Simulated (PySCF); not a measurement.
CH₄BrGaO, SMILES C[O][GaH][Br].

Geometry optimised at PBE0-D3(BJ)/def2-SVP. One conformer was computed; it need not be the lowest.

All values below come from CAM-B3LYP/def2-TZVP run with PySCF.

The molecule is in vacuum.

- total energy: -4615.06077 hartree
- point group: Cs
- highest occupied level: -9.56 eV
- lowest empty level: -0.32 eV
- orbital gap: 9.23 eV
- dipole moment: 0.68 D
- quadrupole, principal values (traceless, Buckingham form, about the centre of nuclear charge): -7.33, 3.37, 3.96 D·Å
- mean static polarisability: 61.7 bohr³ (9.15 Å³)
- polarisability, principal values: 46.6, 65.9, 72.7 bohr³
